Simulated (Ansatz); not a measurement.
`C#[C][GeH2][C]#C` → 4 C• + Ge• + 4 H•  (atomization)

Gas-phase electronic energies from Ansatz, PBE0-D4/def2-TZVP geometries. CCSD(T)/CBS adds triple-zeta CCSD(T) − MP2 to the extrapolated MP2 energy (def2 sets, frozen cores). This one scheme is used for every species, atoms too. DFT in def2-TZVPP. Open shells (•) are unrestricted, without spin–orbit coupling. Spin–orbit coupling would lower the free atoms: a little for C; clearly for Ge. For Ge outer-core shells are correlated without core-valence functions, so the limit isn't a true one: a few kJ/mol of doubt a bond, and 10 to 20 or more in all where bonds break to atoms. Scalar relativity is left out up to krypton.

| level | ΔE (kJ/mol) |
| --- | --- |
| BHLYP-D4 | 3557.6 |
| ωB97X-V | 3689.0 |
| PBE-QIDH | 3697.4 |
| PBE0 | 3695.9 |
| LC-ωPBE | 3677.1 |
| SCS-MP2/def2-TZVPP | 3683.6 |
| CCSD(T)/def2-TZVPP | 3621.8 |
| MP2/CBS(def2) | 3804.4 |

What does CCSD(T)/CBS give? (An estimate is asked.)

The calculation gave: +3702.7 kJ/mol. The listed levels differ from it by -145.1, -13.7, -5.3, -6.8, -25.6, -19.1, -80.9, 101.7 kJ/mol.

Largest T1 diagnostic among the species: 0.013.

From PBE to PBE0 (25 % exact exchange), in def2-TZVPP and without D4, ΔE moves by −83.6 kJ/mol: exact exchange takes away binding that semilocal exchange gives to molecules. The D4 term adds +29.2 kJ/mol with B3LYP and +15.4 kJ/mol with PBE0; it sums over pairs of atoms, weighted by their polarisabilities, and B3LYP, whose exchange is more repulsive, gets the larger term. At CCSD(T), def2-SVP lies −176.1 kJ/mol from the extrapolated value and def2-TZVPP −80.9 kJ/mol: correlation converges slowly with the basis, and small sets miss more of it in the bonded molecule than in its fragments.

B3LYP here is the variant with VWN-RPA as its local correlation; programs differ in this.

For atomizations the MP2-based limit and the directly extrapolated one differ by several kJ/mol either way, and by 10 to 25 for some Ge, Se and Sn compounds, so smaller differences from it don't rank the levels.
